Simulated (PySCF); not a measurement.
# Radial density of Ca (calcium, neutral)

UHF, [Ar] 4s1 4p1, high-spin 3P determinant (an excited configuration). Calculation: PySCF 2.14, in def2-TZVPPD (6s5p3d, 36 functions); the non-relativistic Hamiltonian (point nucleus).

```csv
r (bohr),4πr²ρ (e/bohr),4πr²(ρα − ρβ)
0.00109,0.07596,0.0000
0.00183,0.2092,0.0001
0.00309,0.5617,0.0002
0.00519,1.463,0.0005
0.00873,3.591,0.0011
0.0147,8.021,0.0024
0.0247,15.25,0.0044
0.0415,22.31,0.0056
0.0699,22.11,0.0039
0.118,17.04,0.0055
0.198,22.22,0.0213
0.332,21.31,0.0115
0.559,7.033,0.0193
0.941,7.651,0.0776
1.58,3.995,0.0021
2.66,0.6298,0.3395
4.48,0.4754,0.4745
7.53,0.09333,0.0933
12.7,0.001420,0.0014
```
